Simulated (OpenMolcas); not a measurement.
**N3+: effect of correlating more closed shells**

| Item | Value |
| --- | --- |
| Program | OpenMolcas |
| Basis | ANO-RCC-VTZP [4s3p2d1f] |
| Scalar Hamiltonian | DKH2, point nucleus |
| Active space | 2 electrons in 4 orbitals (2s 2p) |
| State averaging | 2S+1 = 3 even, 3 roots; 2S+1 = 1 even, 7 roots; 2S+1 = 3 odd, 3 roots; 2S+1 = 1 odd, 3 roots |
| Spin-orbit coupling | state interaction with AMFI integrals over the reference wave functions, term energies averaged over their components |

Methods on the same reference wave functions:
A. CASSCF
B. MS-CASPT2, IPEA 0.25 Eh, imaginary shift 0.1 Eh (closed shells correlated: none)
C. MS-CASPT2, IPEA 0.25 Eh, imaginary shift 0.1 Eh (closed shells correlated: 1s)

Energies in cm⁻¹ above 2s² ¹S₀, the measured ground level; measured values from Moore, Selected Tables of Atomic Spectra, NSRDS-NBS 3, section 4.

```json
{"Level": "2s² ¹S₀", "A": "0.0", "B": "0.0", "C": "0.0", "Measured": "0.0"}
{"Level": "2s 2p ³P°₀", "A": "68012", "B": "67379", "C": "67241", "Measured": "67209"}
{"Level": "2s 2p ³P°₁", "A": "68083", "B": "67449", "C": "67311", "Measured": "67272"}
{"Level": "2s 2p ³P°₂", "A": "68223", "B": "67589", "C": "67451", "Measured": "67416"}
{"Level": "2s 2p ¹P°₁", "A": "142235", "B": "133510", "C": "132940", "Measured": "130694"}
{"Level": "2p² ³P₀", "A": "177652", "B": "176675", "C": "175926", "Measured": "175535"}
{"Level": "2p² ³P₁", "A": "177721", "B": "176744", "C": "175995", "Measured": "175608"}
{"Level": "2p² ³P₂", "A": "177858", "B": "176881", "C": "176132", "Measured": "175733"}
{"Level": "2p² ¹D₂", "A": "199429", "B": "191133", "C": "190557", "Measured": "188882"}
{"Level": "2p² ¹S₀", "A": "249382", "B": "238258", "C": "237641", "Measured": "235369"}
```

Deviations, from unrounded energies. A percentage is the sum of absolute deviations over the sum of measured energies, with the sign that they share, or ± where signs differ.

```json
{"Against measurement": "mean absolute deviation (cm-1)", "Levels": "9", "A": "5000", "B": "1300", "C": "830"}
{"Against measurement": "other configurations (%)", "Levels": "9", "A": "+3.5", "B": "+0.9", "C": "+0.6"}
```

C lies closest to measurement on these levels and A furthest from it. The largest miss of C in the table is 2p² ¹S₀, by +2300 cm-1. The ranking rests on the paired levels alone, and a cruder setting can come out closer through cancelling errors.

Between B and C the level of the table that moves most is 2p² ³P₁, by 750 cm-1 (lowest in C, highest in B).

The lowest spin-free term lies below A's lowest term by 0.003 hartree in B, 0.008 hartree in C.

What an inner shell adds also hangs on whether the basis holds functions to correlate it.

Computed and measured levels are paired by configuration, term and J; levels that our copy of the source lacks, or whose pairing is in doubt (as where it misses far off the trend of its configuration), stay unpaired and out of the deviations. Only configurations of the active space appear.

° marks odd parity.
